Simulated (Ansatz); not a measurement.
Level of theory: frozen-core CCSD(T)/cc-pVTZ // B3LYP-D3(BJ)/def2-TZVP (Ansatz, a quantum-chemistry and plane-wave program). The restricted HF reference is unstable towards unrestricted orbitals.

Ansatz 0.2 input:
```yaml
crystal:
  periodic: [false, false, false]
  atoms:
    - { symbol: C, position_ang: [-1.725238, 0.081279, -0.002825] }
    - { symbol: C, position_ang: [-0.224222, 0.153041, -0.004535] }
    - { symbol: Si, position_ang: [0.693893, -1.491185, 0.081355] }
    - { symbol: C, position_ang: [0.385829, 1.346643, -0.064718] }
    - { symbol: C, position_ang: [1.79634, 1.544292, -0.072685] }
    - { symbol: N, position_ang: [2.931096, 1.749145, -0.08126] }
    - { symbol: H, position_ang: [-2.087032, -0.423429, 0.897307] }
    - { symbol: H, position_ang: [-2.182009, 1.070976, -0.049976] }
    - { symbol: H, position_ang: [-2.084628, -0.505789, -0.85255] }
    - { symbol: H, position_ang: [0.274515, -2.178851, 1.325072] }
    - { symbol: H, position_ang: [2.154808, -1.299421, 0.061395] }
    - { symbol: H, position_ang: [0.259073, -2.312813, -1.072517] }
    - { symbol: H, position_ang: [-0.197253, 2.262877, -0.111321] }
basis:
  gaussian: { orbitals: cc-pVTZ }
correlation:
  method: ccsd_t
```

Output:

```
Functional definition: HF
1616 factors; integrals over basis functions are off by at most 1.2e-3 eV
mean field evaluation 1: about -13573.3543 eV, gradient 3.8e1 eV
mean field evaluation 2: about -13573.7613 eV, gradient 3.8e1 eV
mean field evaluation 4: about -13577.9119 eV, gradient 7.2e0 eV
mean field evaluation 8: about -13578.0689 eV, gradient 3.4e-1 eV
mean field evaluation 16: about -13573.3520 eV, gradient 3.8e1 eV
mean field -13578.06942476 eV, -498.9848478137 hartree, gradient 2.2e-6 eV, S^2 0.000000; 0 other end points of the search recorded, 0 dependent functions left out; unrestricted orbitals would lower it
10 core orbitals not correlated
reference -13578.06942476 eV, -498.9848478137 hartree; 16, 16 occupied and 256, 256 virtual orbitals, 1616 factors
second order -26.01014891 eV of doubles, -0.00000000 eV of singles
cycle   1  -26.18423325 eV  change   -1.7e-1 eV  update   1.3e-1
cycle   2  -26.98980610 eV  change   -8.1e-1 eV  update   4.1e-2
cycle   3  -27.16546242 eV  change   -1.8e-1 eV  update   1.9e-2
cycle   4  -27.16095622 eV  change    4.5e-3 eV  update   5.6e-3
cycle   5  -27.16272511 eV  change   -1.8e-3 eV  update   2.7e-3
cycle   6  -27.16381993 eV  change   -1.1e-3 eV  update   7.0e-4
cycle   7  -27.16365901 eV  change    1.6e-4 eV  update   3.7e-4
cycle   8  -27.16362580 eV  change    3.3e-5 eV  update   1.2e-4
cycle   9  -27.16363559 eV  change   -9.8e-6 eV  update   5.9e-5
cycle  10  -27.16360620 eV  change    2.9e-5 eV  update   1.6e-5
perturbative correction -1.31675112 eV, -0.0483897113 hartree
Total energy: -13606.54978208 eV, -500.0314816408 hartree
```

Cost: very roughly 40 core-minutes.
